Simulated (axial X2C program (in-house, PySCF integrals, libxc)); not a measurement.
## AlRu: from Re and ωe to a spectrum

A bond curve at the PBE level, 2c, was computed with an in-house all-electron X2C program for linear molecules (integrals from PySCF) (basis Ru dyall-cv3z [12s12p8d5f3g], Al dyall-v3z [8s8p2d1f] (cores contracted in-house)) for the state Ω = 3/2 (⟨Sz⟩ = 1.49, ⟨Lz⟩ = 0.01 at PBE). Its fit gives Re = 2.2872 Å, ωe = 351.6 cm⁻¹, ωexe = 1.95 cm⁻¹ and αe = 1.033e-03 cm⁻¹; the masses are 101.9043 and 26.9815 u. Two-component means X2C with spin–orbit coupling and atomic mean-field Coulomb and Gaunt terms.

(1) Find the reduced mass, Be and the force constant.

(2) Where do the fundamental and the first overtone lie?

(3) A Morse curve ties αe to the other constants (Pekeris). How well does that hold?

(4) Estimate the centrifugal constant by the Kratzer relation.

Occupations by symmetry block were frozen at the best pattern of an incomplete PBE0 search. Density functionals use the spin component along the axis (collinear). PBE0 can misorder states that lie within some tenths of an eV, so this need not be the ground state of the molecule. The nearest other 2c determinant of the search, Ω = 7/2, lies 0.29 eV up at the distance of the search. With several unpaired electrons one determinant need not be a pure state. At some level and bond length an empty orbital lies below a filled one. This is the top spin component of a Σ state; components of lower Ω are not single determinants and can lie lower.

Answers

(1) From the PBE values: μ = 21.3331 u. Be = 16.8576/(μ Re²) = 0.1511 cm⁻¹. k = 5.8918×10⁻⁷ μ ωe² = 1.55 mdyn/Å.

(2) ν(1←0) = ωe − 2ωexe = 347.7 cm⁻¹; ν(2←0) = 2ωe − 6ωexe = 691.5 cm⁻¹.

(3) αe(Morse) = 6Be²/ωe × (√(ωexe/Be) − 1) = 1.010e-03 cm⁻¹; the PBE curve gives 1.033e-03 cm⁻¹, a ratio of 0.98.

(4) D = 4Be³/ωe² = 1.12e-07 cm⁻¹.
